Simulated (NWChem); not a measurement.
Molecule: GeSi2H6, singlet; SMILES [SiH3][Ge][SiH3]

Low-valent species are run as closed-shell singlets; no triplet was tried in these runs.

Question: Give the equilibrium geometry at PBE0/def2-SVP (NWChem) as a list of bonds and angles, with the point group.

Answer: point group C2; any orientation.
Bond lengths (Å): Ge1–Si2 2.449, Ge1–Si6 2.448, Si2–H3 1.497, Si2–H4 1.499, Si2–H5 1.505, Si6–H7 1.499, Si6–H8 1.505, Si6–H9 1.497. Bond angles (°): Si2–Ge1–Si6 88.8, Ge1–Si2–H3 114.0, Ge1–Si2–H4 116.5, Ge1–Si2–H5 101.8, H3–Si2–H4 108.5, H3–Si2–H5 107.7, H4–Si2–H5 107.7, Ge1–Si6–H7 116.5, Ge1–Si6–H8 101.9, Ge1–Si6–H9 114.0, H7–Si6–H8 107.7, H7–Si6–H9 108.5, H8–Si6–H9 107.7.
